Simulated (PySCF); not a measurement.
CH6ClNSi3, SMILES [Si@H]1(Cl)C=N[SiH2][SiH2]1. Geometry optimised at PBE0-D3(BJ)/def2-SVP. The structure was generated by enumeration; whether it is a known compound was not checked.

Question: Give the equilibrium geometry at PBE0-D3(BJ)/def2-SVP (PySCF confirms it by a frequency run) as Cartesian coordinates in Å. (An estimate is asked for; the answer gives what the named calculation found.)

Answer: 
```xyz
12

Cl    -2.3680     0.4969    -1.0728
Si    -1.0063     0.2410     0.4768
C     -0.3511    -1.5707     0.3957
N      0.8761    -1.8754     0.2704
Si     2.1765    -0.6706     0.1366
Si     1.0190     1.3876     0.1940
H     -1.7364     0.4672     1.7596
H     -1.0901    -2.3980     0.4531
H      2.9178    -0.9338    -1.1299
H      3.0962    -0.8604     1.2958
H      1.0407     2.1675    -1.0777
H      1.3526     2.2500     1.3664
```
Charge 0, spin multiplicity 1.
